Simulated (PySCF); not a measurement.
A structure optimised at B3LYP-D3(BJ)/def2-TZVP, used in a PySCF frequency run:

```
Ga
F 1 1.7702
H 1 1.5562 2 113.61
H 1 1.5562 3 132.78 2 180.00
```
Charge 0, spin multiplicity 1.

Task: Write its SMILES, formula and point group.

Result: [F][GaH2], FGaH2, C2v

Task: What are its rotational constants (standard atomic weights)?

Result: 123.30, 10.364, 9.5601 GHz
